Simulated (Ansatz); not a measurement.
A nudged elastic band was laid between two geometries of GeH4 + H2O (8 atoms, charge 0, multiplicity 1).

Method: Ansatz 0.2.0, RKS PBE/def2-SVP.

```
movable images  : 7
climbing image  : yes
spring          : 5.0 eV/Å²
optimiser       : quadratic models (default)
start path      : straight line
force threshold : 0.03 eV/Å
iteration limit : 60
end points      : relaxed
```

Image 0:

```xyz
8
Properties=species:S:1:pos:R:3
Ge 0.371 0.036 -0.141
H 0.345 -0.104 1.403
H 1.855 -0.020 -0.596
H -0.249 1.380 -0.577
H -0.379 -1.154 -0.787
O -2.644 0.039 0.971
H -2.597 -0.919 0.793
H -2.168 0.113 1.820
```

Image 8:

```xyz
8
Properties=species:S:1:pos:R:3
Ge -0.939 -0.111 -0.912
H 0.419 0.679 3.293
H 0.581 -0.282 -1.197
H -1.403 1.339 -1.172
H -1.751 -1.121 -1.774
O -1.295 -0.365 0.844
H -1.055 -1.269 1.119
H -0.023 0.500 2.686
```

(1) What changes between the two ends?

(2) What energy profile does the band end with?

(3) What is the geometry of the highest image?

The band took 20 iterations and of the order of 4 core-minutes.

Results:

(1) Bonds broken: Ge1–H2, O6–H8. Bonds formed: Ge1–O6, H2–H8. GeH4 + H2O becomes GeH4O + H2.

(2) The run converged. The highest image is number 3 of 0 to 8, 165.2 kJ/mol above the first end and 157.5 kJ/mol above the last; the last end lies 7.8 kJ/mol above the first. Neighbouring images differ by up to 1.2 eV, so the band resolves the path poorly. Another band between the same ends (7 images) ends at a top of the same energy, where a vibrational analysis finds 1 clearly imaginary mode. The orbitals stay closed-shell, which can raise the energy where a bond breaks towards radicals; this wasn't checked here.

| image | path coordinate (Å) | energy (kJ/mol) | Ge1–H2 (Å) | O6–H8 (Å) | Ge1–O6 (Å) |
| --- | --- | --- | --- | --- | --- |
| 0 | 0.00 | 0.0 | 1.55 | 0.98 | 3.21 |
| 1 | 0.95 | 6.2 | 1.55 | 0.98 | 3.24 |
| 2 | 1.89 | 48.4 | 1.58 | 0.98 | 2.76 |
| 3 | 2.84 | 165.2 | 1.92 | 1.19 | 2.06 |
| 4 | 3.53 | 63.1 | 2.40 | 1.73 | 1.86 |
| 5 | 4.23 | 16.8 | 3.02 | 2.15 | 1.82 |
| 6 | 4.92 | 9.9 | 3.65 | 2.38 | 1.81 |
| 7 | 5.62 | 8.3 | 4.10 | 2.40 | 1.81 |
| 8 | 6.32 | 7.8 | 4.49 | 2.40 | 1.81 |

(3) 
```xyz
8
Properties=species:S:1:pos:R:3
Ge -0.309 0.107 -0.257
H -0.112 0.678 1.568
H 1.125 -0.474 -0.116
H -0.395 1.584 -0.707
H -1.000 -0.757 -1.375
O -1.847 -0.448 0.990
H -1.907 -1.418 1.135
H -1.020 0.098 1.649
```

The run took 2 min on 2 threads of Arm Neoverse V1, with other jobs on the host, peak memory 0.16 GiB.
